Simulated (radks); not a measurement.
Excited configurations of Ir+: one electron is placed in a higher orbital outside [Xe] 4f14 5d7. The ground configuration is [Xe] 4f14 5d7 6s1. Calculated with a radial shooting solver on a logarithmic mesh with Libxc functionals: scalar-relativistic Kohn-Sham, PBE, spin-polarised, spherical densities, point nucleus; open shells are filled with parallel spins first (spin-orbit coupling, left out, can overturn this in heavy ions). Excitation = E - E(ground); binding = E(ion) - E, where the ion is the core of charge +2; n* = 2/sqrt(2 binding) in atomic units, and the quantum defect is n - n*.

outer orbital  excitation (eV)  binding (eV)     n*  eigenvalue (eV)
6p                       6.710        11.434  2.182           -8.521
6d                      12.408         5.737  3.080           -4.227
6f                      15.610         2.534  4.634           -1.906
7s                      11.076         7.068  2.775           -5.661
7p                      12.729         5.416  3.170           -4.285
7d                      14.674         3.471  3.960           -2.693
7f                      16.324         1.821  5.467           -1.434

The Delta-SCF ionisation energy is 18.145 eV (NIST Atomic Spectra Database: 17.0 eV, semi-empirical). Self-interaction in the functional shifts the binding energies and quantum defects, so they are the method's values and not measured ones. Open shells are spherical and high-spin; term and fine-structure splittings are not resolved. Spin-orbit splitting is averaged out at the scalar-relativistic level.
